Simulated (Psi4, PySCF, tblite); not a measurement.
Intermolecular potential of N2 ··· H3B (SMILES N#N and B). Monomers: optimised at B3LYP-D3(BJ) (def2-TZVP), held rigid. Orientation: lowest of the rigid-body minima from ten starts at GFN2-xTB (searched outside a hard wall at short contacts). Only R, the distance of the centres of mass, is varied, so the lowest point isn't the relaxed dimer. The shortest distances reach bonding range, where SAPT0 and rigid monomers are unreliable.

- GFN2-xTB (tblite)
- RKS-B3LYP/6-31G* = PySCF 2.14.0 with restricted B3LYP/6-31G*, spherical d, no counterpoise correction
- RMP2/3-21G = restricted MP2 (frozen core)/3-21G, no counterpoise correction (PySCF)
- CCSD(T)/aug-cc-pVDZ = DF-CCSD(T)/aug-cc-pVDZ, frozen core, counterpoise-corrected run with Psi4

Interaction energies in kcal/mol; the last columns give the difference from CCSD(T):

```tsv
R / Å	GFN2-xTB	RKS-B3LYP/6-31G*	RMP2/3-21G	CCSD(T)/aug-cc-pVDZ	GFN2-xTB − CCSD(T)/aug-cc-pVDZ	RKS-B3LYP/6-31G* − CCSD(T)/aug-cc-pVDZ	RMP2/3-21G − CCSD(T)/aug-cc-pVDZ
1.81	-4.71	42.12	59.64	61.91	-66.62	-19.79	-2.27
2.02	-25.61	7.25	14.01	20.08	-45.69	-12.83	-6.07
2.22	-19.61	-0.46	-0.34	7.37	-26.98	-7.83	-7.71
2.39	-12.46	-2.05	-4.96	2.79	-15.25	-4.84	-7.75
2.70	-4.55	-2.63	-7.30	-0.82	-3.73	-1.81	-6.48
3.05	-1.34	-2.33	-6.66	-1.81	0.47	-0.53	-4.85
3.50	-0.38	-1.47	-4.47	-1.47	1.09	0.00	-3.00
4.21	-0.19	-0.54	-1.59	-0.64	0.45	0.10	-0.95
5.20	-0.07	-0.11	-0.24	-0.19	0.11	0.07	-0.05
6.54	-0.02	-0.03	-0.06	-0.05	0.03	0.02	-0.01
```

GFN2-xTB is furthest from CCSD(T)/aug-cc-pVDZ at 1.81 (-66.62 kcal/mol, below); its mean absolute difference over the points is 16.04 kcal/mol.

RKS-B3LYP/6-31G* is furthest from CCSD(T)/aug-cc-pVDZ at 1.81 (-19.79 kcal/mol, below); its mean absolute difference over the points is 4.78 kcal/mol.

RMP2/3-21G is furthest from CCSD(T)/aug-cc-pVDZ at 2.39 (-7.75 kcal/mol, below); its mean absolute difference over the points is 3.91 kcal/mol.
